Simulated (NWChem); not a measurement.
System: AlH3Se2; SMILES [SeH][AlH][SeH]

Output (shortened):

```
             Northwest Computational Chemistry Package (NWChem) 7.3.0
             --------------------------------------------------------

 C2V symmetry detected

                             Geometry "geometry" -> ""
                             -------------------------

 Output coordinates in angstroms (scale by  1.889725989 to convert to a.u.)

  No.       Tag          Charge          X              Y              Z
 ---- ---------------- ---------- -------------- -------------- --------------
    1 Al                  13.0000     0.00000000     0.00000000    -0.92462851
    2 H                    1.0000     0.00000000     0.00000000    -2.50424751
    3 Se                  34.0000    -2.04235763     0.00000000     0.16916149
    4 H                    1.0000    -1.43938891     0.00000000     1.51071849
    5 Se                  34.0000     2.04235763     0.00000000     0.16916149
    6 H                    1.0000     1.43938891     0.00000000     1.51071849

 Effective nuclear repulsion energy (a.u.)     406.1285514917

      Symmetry information
      --------------------

 Group name             C2v
 Group number             16
 Group order               4
 No. of unique centers     4

                                 NWChem DFT Module
                                 -----------------

 Summary of "ao basis" -> "ao basis" (spherical)
 ------------------------------------------------------------------------------
       Tag                 Description            Shells   Functions and Types
 ---------------- ------------------------------  ------  ---------------------
 Al                         def2-svp                 8       18   4s3p1d
 H                          def2-svp                 3        5   2s1p
 Se                         def2-svp                12       32   5s4p3d

      Symmetry analysis of basis
      --------------------------

        a1         38
        a2         12
        b1         31
        b2         16

            General Information
            -------------------
          SCF calculation type: DFT
          Wavefunction type:  closed shell.
          No. of atoms     :     6
          No. of electrons :    84
           Alpha electrons :    42
            Beta electrons :    42
          Charge           :     0
          Spin multiplicity:     1
          Use of symmetry is: on ; symmetry adaption is: on
          Maximum number of iterations: 150
          AO basis - number of functions:    97
                     number of shells:    41
          Convergence on energy requested:  1.00D-06
          Convergence on density requested:  1.00D-05
          Convergence on gradient requested:  5.00D-04

              XC Information
              --------------
                         B3LYP Method XC Potential
                     Hartree-Fock (Exact) Exchange  0.200
                        Slater Exchange Functional  0.800 local
                    Becke 1988 Exchange Functional  0.720 non-local
              Lee-Yang-Parr Correlation Functional  0.810
                  VWN I RPA Correlation Functional  0.190 local

             Grid Information
             ----------------
          Grid used for XC integration:  xcoarse
          Radial quadrature: Mura-Knowles
          Angular quadrature: Lebedev.
          Tag              B.-S. Rad. Rad. Pts. Rad. Cut. Ang. Pts.
          ---              ---------- --------- --------- ---------
          Al                  1.25       42           8.0       194
          H                   0.35       21          10.0       194
          Se                  1.15       75          10.0       194
          Grid pruning is: on
          Number of quadrature shells:   159
          Spatial weights used:  Erf1

      Superposition of Atomic Density Guess
      -------------------------------------

 Sum of atomic energies:       -5042.31282472

      Non-variational initial energy
      ------------------------------

 Total energy =   -5042.980118
 1-e energy   =   -7834.798378
 2-e energy   =    2385.689708
 HOMO         =      -0.298517
 LUMO         =       0.021880

      Symmetry analysis of molecular orbitals - initial
      -------------------------------------------------

  Numbering of irreducible representations:

     1 a1          2 a2          3 b1          4 b2

  Orbital symmetries:

     1 a1          2 b1          3 a1          4 b1          5 a1
     6 b1          7 a1          8 a1          9 b1         10 b2
    11 a2         12 a1         13 b1         14 a1         15 b1
    16 a1         17 b1         18 b2         19 a2         20 a1
    21 b1         22 a1         23 b2         24 a1         25 b1
    26 a1         27 b1         28 b2         29 a2         30 b2
    31 a2         32 a1         33 b1         34 a1         35 b1
    36 a1         37 b1         38 a1         39 a1         40 b1
    41 b2         42 a2         43 b2         44 a1         45 a1
    46 b1         47 a1         48 b1         49 a1         50 b1
    51 a1         52 b2

     ---------------------------------------------
      Total Density - Mulliken Population Analysis
     ---------------------------------------------

    Atom       Charge   Shell Charges
 -----------   ------   -------------------------------------------------------
    1 Al  13    12.14   2.00  1.99  0.90  0.15  5.93  0.59  0.45  0.12
    2 H    1     1.18   0.70  0.47  0.01
    3 Se  34    34.53   2.00  2.00  2.00  1.33  0.53  6.00  5.98  2.00  2.66  8.20  1.76  0.07
    4 H    1     0.81   0.56  0.22  0.02
    5 Se  34    34.53   2.00  2.00  2.00  1.33  0.53  6.00  5.98  2.00  2.66  8.20  1.76  0.07
    6 H    1     0.81   0.56  0.22  0.02

   convergence    iter        energy       DeltaE   RMS-Dens  Diis-err
 ---------------- ----- ----------------- --------- --------- ---------
 d= 0,ls=0.0,diis     1  -5046.7968350714 -5.45D+03  9.25D-03  4.18D-01
 d= 0,ls=0.0,diis     2  -5046.8123320646 -1.55D-02  5.58D-03  2.75D-01

 !! scf_movecs_sym_adapt:    2 vectors were symmetry contaminated

  Symmetry fudging
 d= 0,ls=0.0,diis     3  -5046.8436366134 -3.13D-02  1.65D-03  1.79D-02
 d= 0,ls=0.0,diis     4  -5046.8462157775 -2.58D-03  3.97D-04  9.15D-04
 d= 0,ls=0.0,diis     5  -5046.8463744737 -1.59D-04  8.88D-05  6.29D-05
  Resetting Diis
 d= 0,ls=0.0,diis     6  -5046.8463865632 -1.21D-05  1.55D-05  1.08D-06
 d= 0,ls=0.0,diis     7  -5046.8463867544 -1.91D-07  6.84D-06  1.38D-07

         Total DFT energy =    -5046.846386754426
      One electron energy =    -7836.342731364681
           Coulomb energy =     2577.579648021308
    Exchange-Corr. energy =     -194.211854902800
 Nuclear repulsion energy =      406.128551491746

 Numeric. integr. density =       83.997724130697

                  Occupations of the irreducible representations
                  ----------------------------------------------

                     irrep           alpha         beta
                     --------     --------     --------
                     a1               17.0         17.0
                     a2                5.0          5.0
                     b1               14.0         14.0
                     b2                6.0          6.0

                       DFT Final Molecular Orbital Analysis
                       ------------------------------------

 Vector   40  Occ=2.000000D+00  E=-2.962140D-01  Symmetry=b1
              MO Center= -6.6D-14, -1.3D-16,  1.1D-01, r^2= 6.0D+00
   Bfn.  Coefficient  Atom+Function         Bfn.  Coefficient  Atom+Function
  ----- ------------  ---------------      ----- ------------  ---------------
    38      0.356142  3 Se px                75      0.356142  5 Se px
    35      0.342515  3 Se px                72      0.342515  5 Se px
    32     -0.218028  3 Se px                69     -0.218028  5 Se px
     8     -0.200250  1 Al px                27     -0.124258  3 Se s
    64      0.124258  5 Se s                  5      0.116019  1 Al px

 Vector   41  Occ=2.000000D+00  E=-2.730379D-01  Symmetry=b2
              MO Center=  4.8D-14, -1.7D-15,  3.9D-02, r^2= 5.3D+00
   Bfn.  Coefficient  Atom+Function         Bfn.  Coefficient  Atom+Function
  ----- ------------  ---------------      ----- ------------  ---------------
    39      0.375857  3 Se py                76      0.375857  5 Se py
    36      0.327717  3 Se py                73      0.327717  5 Se py
    33     -0.209454  3 Se py                70     -0.209454  5 Se py
    12      0.167136  1 Al py                 9      0.136764  1 Al py
     6     -0.079613  1 Al py                30      0.068038  3 Se py

 Vector   42  Occ=2.000000D+00  E=-2.530853D-01  Symmetry=a2
              MO Center= -5.8D-14, -1.8D-15,  1.5D-01, r^2= 5.7D+00
   Bfn.  Coefficient  Atom+Function         Bfn.  Coefficient  Atom+Function
  ----- ------------  ---------------      ----- ------------  ---------------
    39      0.441931  3 Se py                76     -0.441931  5 Se py
    36      0.357054  3 Se py                73     -0.357054  5 Se py
    33     -0.229087  3 Se py                70      0.229087  5 Se py
    30      0.074395  3 Se py                67     -0.074395  5 Se py
    14     -0.059315  1 Al d -2

 Vector   43  Occ=0.000000D+00  E=-4.639897D-02  Symmetry=b2
              MO Center=  2.3D-14, -3.8D-15, -8.1D-01, r^2= 4.5D+00
   Bfn.  Coefficient  Atom+Function         Bfn.  Coefficient  Atom+Function
  ----- ------------  ---------------      ----- ------------  ---------------
    12      0.788087  1 Al py                 9      0.364224  1 Al py
    39     -0.327638  3 Se py                76     -0.327638  5 Se py
     6     -0.189683  1 Al py                36     -0.170822  3 Se py
    73     -0.170822  5 Se py                33      0.109669  3 Se py
    70      0.109669  5 Se py                51      0.042748  3 Se d -2

 Vector   44  Occ=0.000000D+00  E=-2.208781D-02  Symmetry=a1
              MO Center=  2.1D-13,  4.8D-14,  2.8D-01, r^2= 5.7D+00
   Bfn.  Coefficient  Atom+Function         Bfn.  Coefficient  Atom+Function
  ----- ------------  ---------------      ----- ------------  ---------------
    57      0.646060  4 H  s                 94      0.646060  6 H  s
    40     -0.584099  3 Se pz                77     -0.584099  5 Se pz
     3     -0.551171  1 Al s                 13     -0.452079  1 Al pz
     4     -0.434895  1 Al s                  2     -0.225945  1 Al s
    37     -0.203586  3 Se pz                74     -0.203586  5 Se pz

 Vector   45  Occ=0.000000D+00  E=-1.042911D-02  Symmetry=a1
              MO Center=  1.1D-13, -2.8D-13,  1.1D-01, r^2= 6.3D+00
   Bfn.  Coefficient  Atom+Function         Bfn.  Coefficient  Atom+Function
  ----- ------------  ---------------      ----- ------------  ---------------
     4      1.228175  1 Al s                 28     -0.563097  3 Se s
    65     -0.563097  5 Se s                 57      0.524542  4 H  s
    94      0.524542  6 H  s                 20     -0.505970  2 H  s
    38     -0.495393  3 Se px                75      0.495393  5 Se px
    27     -0.294290  3 Se s                 64     -0.294290  5 Se s

     ---------------------------------------------
      Total Density - Mulliken Population Analysis
     ---------------------------------------------

    Atom       Charge   Shell Charges
 -----------   ------   -------------------------------------------------------
    1 Al  13    12.49   2.00  1.98  0.98  0.07  5.92  0.85  0.54  0.16
    2 H    1     1.13   0.72  0.40  0.01
    3 Se  34    34.23   2.00  2.00  1.99  1.44  0.44  6.00  5.97  2.00  2.35  8.16  1.77  0.11
    4 H    1     0.95   0.70  0.23  0.02
    5 Se  34    34.23   2.00  2.00  1.99  1.44  0.44  6.00  5.97  2.00  2.35  8.16  1.77  0.11
    6 H    1     0.95   0.70  0.23  0.02

     -------------------------------------------
      Total Density - Lowdin Population Analysis
     -------------------------------------------

    Atom       Charge   Shell Charges
 -----------   ------   -------------------------------------------------------
    1 Al  13    12.79   2.00  1.94  0.65  0.30  5.81  0.95  0.87  0.26
    2 H    1     1.13   0.63  0.49  0.01
    3 Se  34    34.04   2.00  2.00  1.96  1.08  0.62  5.99  5.80  2.07  2.46  7.82  2.04  0.20
    4 H    1     1.00   0.60  0.34  0.07
    5 Se  34    34.04   2.00  2.00  1.96  1.08  0.62  5.99  5.80  2.07  2.46  7.82  2.04  0.20
    6 H    1     1.00   0.60  0.34  0.07

     Multipole analysis of the density
     ---------------------------------

     L   x y z        total         alpha         beta         nuclear
     -   - - -        -----         -----         ----         -------
     0   0 0 0     -0.000000    -42.000000    -42.000000     84.000000

     1   1 0 0     -0.000000     -0.000000     -0.000000     -0.000000
     1   0 1 0     -0.000000     -0.000000     -0.000000      0.000000
     1   0 0 1      0.326700      0.163350      0.163350     -0.000000

     2   2 0 0    -42.143463   -534.924603   -534.924603   1027.705744
     2   1 1 0      0.000000      0.000000      0.000000      0.000000
     2   1 0 1      0.000000      0.000000      0.000000      0.000000
     2   0 2 0    -38.654008    -19.327004    -19.327004      0.000000
     2   0 1 1     -0.000000     -0.000000     -0.000000      0.000000
     2   0 0 2    -36.499816    -60.916717    -60.916717     85.333618

            General Information
            -------------------
          SCF calculation type: DFT
          Wavefunction type:  closed shell.
          No. of atoms     :     6
          No. of electrons :    84
           Alpha electrons :    42
            Beta electrons :    42
          Charge           :     0
          Spin multiplicity:     1
          Use of symmetry is: on ; symmetry adaption is: on
          Maximum number of iterations: 150
          AO basis - number of functions:    97
                     number of shells:    41
          Convergence on energy requested:  1.00D-06
          Convergence on density requested:  1.00D-05
          Convergence on gradient requested:  5.00D-04

              XC Information
              --------------
                         B3LYP Method XC Potential
                     Hartree-Fock (Exact) Exchange  0.200
                        Slater Exchange Functional  0.800 local
                    Becke 1988 Exchange Functional  0.720 non-local
              Lee-Yang-Parr Correlation Functional  0.810
                  VWN I RPA Correlation Functional  0.190 local

             Grid Information
             ----------------
          Grid used for XC integration:  xcoarse
          Radial quadrature: Mura-Knowles
          Angular quadrature: Lebedev.
          Tag              B.-S. Rad. Rad. Pts. Rad. Cut. Ang. Pts.
          ---              ---------- --------- --------- ---------
          Al                  1.25       42           8.0       194
          H                   0.35       21          10.0       194
          Se                  1.15       75          10.0       194
          Grid pruning is: on
          Number of quadrature shells:   159
          Spatial weights used:  Erf1

[...]

                         DFT ENERGY GRADIENTS

    atom               coordinates                        gradient
                 x          y          z           x          y          z
   1 Al      0.000000   0.000000  -1.747295    0.000000   0.000000   0.002110
   2 H       0.000000   0.000000  -4.732342    0.000000   0.000000   0.000258
   3 Se     -3.859496   0.000000   0.319669    0.007207   0.000000   0.009890
   4 H      -2.720051   0.000000   2.854844   -0.004407   0.000000  -0.011074
   5 Se      3.859496   0.000000   0.319669   -0.007207   0.000000   0.009890
   6 H       2.720051   0.000000   2.854844    0.004407   0.000000  -0.011074
```

Level: B3LYP/def2-SVP. All runs use the structure optimised with PBE0/def2-SVP.

Reconstruct the input file.

Several could match; the one computed here: the input that was run:
```
start job
memory heap 200 mb stack 900 mb global 1100 mb
geometry units angstroms noautoz
  Al     0.000000     0.000000    -0.982275
  H      0.000000     0.000000    -2.561894
  Se    -2.019118     0.307225     0.111515
  H     -1.423041     0.216321     1.453072
  Se     2.019118    -0.307225     0.111515
  H      1.423041    -0.216321     1.453072
end
basis spherical
  * library def2-svp
end
dft
  xc b3lyp
  grid xcoarse
  iterations 150
  mulliken
end
task dft gradient
```
